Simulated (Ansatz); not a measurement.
FGeH₅O₂Si, SMILES `[OH][Ge]([OH])([F])[SiH3]`, 10 atoms. The species carries charge 0 and has multiplicity 1. Correlated methods include outer-core shells of Ge, which these sets cover unevenly. Scalar relativity is left out up to krypton. All runs use 4 threads of an Arm Neoverse V2 on a shared host. Correlated methods freeze the cores.

Question: Give the basis size and wall time and peak host memory of each of these runs in Ansatz. RKS B3LYP-D4/def2-TZVPP energy and forces; RKS PBE0-D4/def2-QZVPP energy; RKS ωB97M-V/def2-QZVPP energy; RHF-CCSD(T)/def2-SVP energy; RKS PBE0-D4/def2-TZVP relaxation (7 steps); RHF-CCSD(T)/def2-TZVPP energy; RKS LC-ωPBE/def2-TZVPP energy; RKS ωB97M-V/def2-SVP energy; RKS SPW92 (LDA)/def2-TZVPP energy; RKS PBE0-D4/def2-TZVP frequencies; RKS PBE0-D4/def2-SVP energy; RHF-MP2/def2-QZVPP energy. (Best estimate.)

Answer: Ansatz gave: Other jobs shared the machine, so times are rough.

```json
{"level": "RKS SPW92 (LDA)/def2-TZVPP", "job": "energy", "functions": "253", "wall time": "1.2 s", "peak host memory (GiB)": "0.34"}
{"level": "RKS PBE0-D4/def2-SVP", "job": "energy", "functions": "117", "wall time": "1.3 s", "peak host memory (GiB)": "0.27"}
{"level": "RKS LC-ωPBE/def2-TZVPP", "job": "energy", "functions": "253", "wall time": "2.6 s", "peak host memory (GiB)": "0.49"}
{"level": "RKS B3LYP-D4/def2-TZVPP", "job": "energy and forces", "functions": "253", "wall time": "4.8 s", "peak host memory (GiB)": "0.78"}
{"level": "RKS ωB97M-V/def2-SVP", "job": "energy", "functions": "117", "wall time": "5.5 s", "peak host memory (GiB)": "0.39"}
{"level": "RKS PBE0-D4/def2-QZVPP", "job": "energy", "functions": "480", "wall time": "9 s", "peak host memory (GiB)": "2"}
{"level": "RHF-CCSD(T)/def2-SVP", "job": "energy", "functions": "117", "wall time": "9.5 s", "peak host memory (GiB)": "0.64"}
{"level": "RKS ωB97M-V/def2-QZVPP", "job": "energy", "functions": "480", "wall time": "20 s", "peak host memory (GiB)": "2.4"}
{"level": "RHF-MP2/def2-QZVPP", "job": "energy", "functions": "480", "wall time": "22 s", "peak host memory (GiB)": "2.9"}
{"level": "RKS PBE0-D4/def2-TZVP", "job": "relaxation (7 steps)", "functions": "208", "wall time": "28 s", "peak host memory (GiB)": "0.63"}
{"level": "RKS PBE0-D4/def2-TZVP", "job": "frequencies", "functions": "208", "wall time": "2.4 min", "peak host memory (GiB)": "0.63"}
{"level": "RHF-CCSD(T)/def2-TZVPP", "job": "energy", "functions": "253", "wall time": "4.4 min", "peak host memory (GiB)": "5.8"}
```

B3LYP here is the variant with VWN-RPA as its local correlation; programs differ in this. LC-ωPBE has ω = 0.4 bohr⁻¹.
